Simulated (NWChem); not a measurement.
**Correlation energy of HSb**

```
Sb
H 1 1.7248
```
Charge 0, spin multiplicity 3.

Everything below was run with NWChem. Structure: optimised with UPBE0/def2-SVP with def2 effective core potentials on Sb, a minimum by its harmonic frequencies.

Basis set: def2-TZVP. Each correlation energy counts from its own Hartree-Fock reference.

Effective core potentials replace the inner electrons of Sb; spin-orbit coupling is left out. The correlated methods keep 4 core orbitals frozen. This spin state was chosen for the runs; another may lie lower. The structure started from a generated list of species. The unpaired electrons of the parent sit in orbitals of symmetry b1 and b2 (C2v labels of the run); other states weren't searched. The stability of the SCF solutions was not checked. Open-shell Hartree-Fock references start from PBE0 orbitals. No row is a measurement; the coupled-cluster row has its own basis-set and correlation limits.

**Question.** For the correlation energy, UMP2 gives -305.0 mHa and SCS-UMP2 gives -273.9 mHa. What do CCSD on UHF, CCSD[T] on UHF, CCSD(T) on UHF give?

**Answer.** CCSD on UHF: -307.6 mHa; CCSD[T] on UHF: -315.2 mHa; CCSD(T) on UHF: -314.7 mHa.
